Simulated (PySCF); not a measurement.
**From computed data to an observable: chemical shift, span and skew from a shielding tensor**

pyridine-4-carbonitrile (C6H4N2), SMILES c1cnccc1C#N. Atoms are numbered in the order given.

```xyz
12

N      0.0000     0.0000     3.2032
C      0.0000     0.0000     2.0387
C      0.0000     0.0000     0.6033
C      0.0000    -1.2087    -0.1143
C      0.0000    -1.1453    -1.5097
N      0.0000     0.0000    -2.2005
C      0.0000     1.1453    -1.5097
C      0.0000     1.2087    -0.1143
H      0.0000    -2.1669     0.4066
H      0.0000    -2.0687    -2.0984
H      0.0000     2.0687    -2.0984
H      0.0000     2.1669     0.4066
```

Coordinates come from a TPSSh-D3(BJ)/def2-SVP optimisation.

GIAO shieldings from KT2/pcSseg-1 run with PySCF, non-relativistic, no solvent. The symmetric part of the tensor of N1 has the principal values -180.9, -176.8, 230.5 ppm. The same nucleus in NH3 has σ = 266.2 ppm at this level (PySCF, at its B3LYP-D3(BJ)/def2-TZVP geometry).

Problem. Work out the isotropic shielding, the ¹⁵N shift against NH3, the span and the skew.

Solution. 
σ(iso) = (σ11 + σ22 + σ33)/3 = -42.4 ppm. δ = σ(ref) − σ(iso) = 266.2 − (-42.4) = 308.6 ppm.
Span Ω = σ33 − σ11 = 411.4 ppm. Skew κ = 3(σ(iso) − σ22)/Ω = 0.98, an axial tensor. Tumbling in solution averages the tensor to δ; in a static solid the shielding alone would spread this spin-1/2 line over Ω.
